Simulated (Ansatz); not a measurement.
`O=CBCl`, relaxed with RKS PBE0-D4/def2-TZVP in Ansatz 0.2.0 from a PBE-D4/def2-SVP geometry. The force threshold is 0.005 eV/Å; the program also tests the step.

The species carries charge 0 and has multiplicity 1.

Start:

```xyz
6

O    -0.122   -1.330   -1.011
C     0.185   -0.831    0.070
B    -0.280    0.677    0.108
Cl    0.904    1.924   -0.229
H     0.761   -1.419    0.848
H    -1.448    0.979    0.214
```

(1) How much energy does the relaxation release, and in how many steps? (An estimate is asked.)

(2) Which bonds change most? (An estimate is asked.)

(3) Give the relaxed structure. (Estimate.)

Answers

(1) The calculation gave: 4.50 kJ/mol, in 12 steps, 1 of them rejected.

(2) The calculation gave: B3–H6 from 1.211 to 1.189 Å; O1–C2 from 1.229 to 1.210 Å; B3–Cl4 from 1.752 to 1.733 Å; C2–H5 from 1.133 to 1.114 Å.

(3) Ansatz gave: 
```xyz
6

O    -0.218   -1.488   -0.930
C     0.162   -0.830    0.012
B    -0.295    0.684    0.074
Cl    0.930    1.903   -0.061
H     0.858   -1.274    0.760
H    -1.438    1.004    0.145
```
